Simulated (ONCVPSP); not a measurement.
An all-electron radial function and its pseudo partner (silicon)

Columns: radius, all-electron u(r) and pseudo u(r) of the 2p shell (level -100.04 eV) of silicon in the configuration [He] 2s2 2p6 3s2 3p1.5; LDA (Perdew-Zunger), scalar-relativistic, ONCV scheme, ONCVPSP 4.0.1.

| r (bohr) | all-electron | pseudo |
| --- | --- | --- |
| 0.053 | 0.1709 | 0.0550 |
| 0.105 | 0.4768 | 0.2056 |
| 0.158 | 0.7784 | 0.4325 |
| 0.210 | 1.0117 | 0.6914 |
| 0.262 | 1.1722 | 0.9473 |
| 0.315 | 1.2672 | 1.1693 |
| 0.368 | 1.3054 | 1.3264 |
| 0.420 | 1.3011 | 1.4070 |
| 0.473 | 1.2658 | 1.4162 |
| 0.525 | 1.2104 | 1.3661 |
| 0.578 | 1.1406 | 1.2741 |
| 0.630 | 1.0643 | 1.1622 |
| 0.683 | 0.9831 | 1.0434 |
| 0.735 | 0.9030 | 0.9336 |
| 0.788 | 0.8231 | 0.8346 |
| 0.840 | 0.7478 | 0.7505 |
| 0.893 | 0.6752 | 0.6753 |
| 0.945 | 0.6086 | 0.6085 |
| 0.998 | 0.5458 | 0.5457 |
| 1.050 | 0.4891 | 0.4890 |
| 1.102 | 0.4373 | 0.4372 |
| 1.155 | 0.3893 | 0.3893 |
| 1.208 | 0.3460 | 0.3459 |
| 1.260 | 0.3076 | 0.3076 |
| 1.313 | 0.2725 | 0.2725 |
| 1.365 | 0.2417 | 0.2416 |

**Question.** How many radial nodes do the two functions have?

**Answer.** The all-electron 2p function has n − l − 1 = 0; the pseudo-wave has 0.

**Question.** At about which radius was the pseudo-wave matched?

**Answer.** 0.95 bohr. The columns agree to 0.0005 from 0.89 bohr on; several derivatives are matched, so the curves merge somewhat inside the radius.

**Question.** Where does each function peak?

**Answer.** Outermost all-electron maximum near 0.37 bohr, pseudo maximum near 0.47 bohr (to the table’s step).

**Question.** Is the pseudo-wave norm-conserving?

**Answer.** Yes: the ONCV scheme keeps the norm inside the radius equal to the all-electron one, which fixes the energy derivative of the logarithmic derivative at the level.
